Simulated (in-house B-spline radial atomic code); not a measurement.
RPA and G0W0 on BLYP: the oxygen ion O⁵⁺

Configuration [He] 2s1, highest spin, mean-field start BLYP. Computed with a B-spline radial code for spherical atoms: all electrons, scalar-relativistic (spin-free one-electron X2C), finite nucleus, each spin shell either full or empty, empty states to l = 9 with an (l + 1/2)⁻⁴ tail; G0W0 by contour deformation at full frequency.

Command:
```bash
python run_gw.py task.json out
```
Settings (radii: box in bohr, nucleus in fm):
```
Z                        8
electrons                3
configuration            [He] 2s1
hamiltonian              x2c
method                   b88,lyp
lmax                     9
rms_radius               2.6991
spin_polarised           True
box_radius               10.43
intervals                69
ion_configuration        1s2
```

Run time, properties included: 2.1 s on 1 thread of Arm Neoverse N1, with other jobs on the host.

Energies (hartree):

```
                                     term      value
                         mean-field total  -64.28644
Hartree-Fock functional on these orbitals  -64.22593
                      direct second order   -0.18263
                    second-order exchange    0.13014
                         SOSEX correction    0.10575
```

Q: What is the RPA correlation energy, and what remains with SOSEX?

A: RPA gives -0.15594 hartree (-1.41 eV per electron); RPA + SOSEX gives -0.050194, and the second-order doubles -0.052492 hartree (no singles). SOSEX takes back 68 % of the RPA value.

Quasi-particle levels (eV):

```tsv
level	occupied	mean field	Σx - vxc	Σc	QP weight	G0W0
2s up	yes	-128.27	-9.76	?	?	?
1s down	yes	-654.89	-46.51	3.89	0.935	-697.51
1s up	yes	-656.34	-48.70	4.34	0.918	-700.70
2s down	no	-121.21	10.78	-4.05	0.869	-114.49
```

G0W0 = mean field + (Σx - vxc) + Σc, with Σc (partial-wave tail included) taken at the quasi-particle energy.

Q: Where does G0W0 put 2s up?

A: At -139.95 eV, with Σc = -1.92 eV and a quasi-particle weight of 0.956. The tabulated removal energy is 138.119 ± 0.0021 eV (NIST, semi-empirical).

Q: What does it cost to remove one electron (to 1s2) by differences of total energies, each species on its own start (correlation terms add to the Hartree-Fock functional)?

A: BLYP 139.07 eV, Hartree-Fock functional 137.98 eV, + RPA 139.74 eV, + RPA + SOSEX 138.10 eV, + second order 138.12 eV. Tabulated: 138.119 ± 0.0021 eV (NIST, semi-empirical).
